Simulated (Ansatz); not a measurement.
The same path of AlClFH$_{3}$O (7 atoms, charge 0, multiplicity 1) was run twice with different band settings. Lost on the way: F6–H7. Made: Cl2–H7.

These are results of RKS PBE0-D4/cc-pVDZ in Ansatz, not measurements.

Relaxed end points:

```xyz
7
Properties=species:S:1:pos:R:3
Al 0.034 0.021 0.045
Cl -0.066 -0.327 2.227
H 1.452 0.067 -0.628
O -1.376 -0.384 -0.857
H -2.209 -0.603 -0.432
F -0.246 1.968 0.674
H -0.265 1.682 1.590
```

```xyz
7
Properties=species:S:1:pos:R:3
Al -0.135 0.398 -0.159
Cl 0.002 0.069 2.474
H 1.239 -0.193 -0.656
O -1.706 -0.177 -0.569
H -1.832 -1.023 -1.007
F -0.150 2.019 0.439
H -0.095 1.331 2.098
```

Common settings: climbing image yes; spring 5.0 eV/Å²; optimiser quadratic models (default); start path through a guess of the saddle point; force threshold 0.03 eV/Å; iteration limit 60; end points relaxed.

| run | movable images |
| --- | --- |
| 1 | 5 |
| 2 | 3 |

(1) What does each run give, and how far can it be trusted?

## Answers

(1) Run 1: converged after 17 iterations, highest image 0.253 eV above the first end. A vibrational analysis at the climbing image gives one clearly imaginary mode, 340i cm⁻¹: a first-order saddle point.
Run 2: converged after 18 iterations, highest image 0.253 eV above the first end. The profile has 2 maxima (images 1, 3) with wells between them (image 2): this band takes more than one step, which may be the mechanism or a detour left from its start path. Another band between the same ends (5 images) ends at a top of the same energy, where a vibrational analysis finds 1 clearly imaginary mode. So few images can step over the top or miss a turn of the path.
The orbitals stay closed-shell, which can raise the energy where a bond breaks towards radicals; this wasn't checked here.
